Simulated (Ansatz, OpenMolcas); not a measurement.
How methods differ on C2H5BO (SMILES B1CCO1)

C2H5BO has 9 atoms, charge 0, and is taken as a singlet. As SMILES, `B1CCO1`. The shape is that of a PBE0-D4/def2-TZVP optimisation.

Each level gives the vertical energy of the triplet above the singlet (eV). The values are calculated.

```tsv
level	kind	program	value (eV)	CPU time (all runs)
SVWN5/def2-SVP	LDA	OpenMolcas	5.71	72 s
revPBE/def2-SVP	GGA	Ansatz	5.65	17 s
B3LYP/def2-SVP	global hybrid	Ansatz	5.94	20 s
CAM-B3LYP/def2-SVP	range-separated hybrid	Ansatz	6.09	25 s
HSE06/def2-SVP	range-separated hybrid	Ansatz	5.90	24 s
wB97X/def2-SVP	range-separated hybrid	Ansatz	6.22	91 s
PBE-QIDH/def2-SVP	double hybrid	Ansatz	6.27	24 s
RPA@PBE0/def2-SVP	RPA	Ansatz	6.26	35 s
```

The values span 5.65 to 6.27 eV. A triplet this far above the singlet is often a Rydberg-like or dissociative state; sets without diffuse functions put Rydberg states too high. Times are those of the runs behind each value, whatever else they computed, on shared processors of several kinds: orders of magnitude only.
